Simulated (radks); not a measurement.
Spherical quantum dot in the effective-mass picture: electrons in a hard-walled sphere of radius 4.51, all in effective atomic units (hartree* = m*/eps^2 hartree, bohr* = eps/m* bohr), one dielectric constant everywhere. Calculated with a radial shooting solver with Libxc functionals: non-relativistic Kohn-Sham, r2SCAN, spin-polarised, spherical densities, generalised Kohn-Sham scheme. Levels are named by radial order and angular momentum (1s, 1p, 1d, 2s, ...), and open shells are averaged over m.

N = 4, configuration 1s2 1p(up 2, down 0). This is the lowest configuration that the search found. Occupied levels:

| level | occupation | eigenvalue (hartree*) | <r> (bohr*) |
|---|---|---|---|
| 1s up | 1 | 1.2787 | 2.609 |
| 1s down | 1 | 1.3510 | 2.512 |
| 1p up | 2 | 1.4746 | 2.846 |

Energy (hartree*): total 3.24384, kinetic 1.5650, external 0, Hartree 2.6596, exchange-correlation -0.98071.
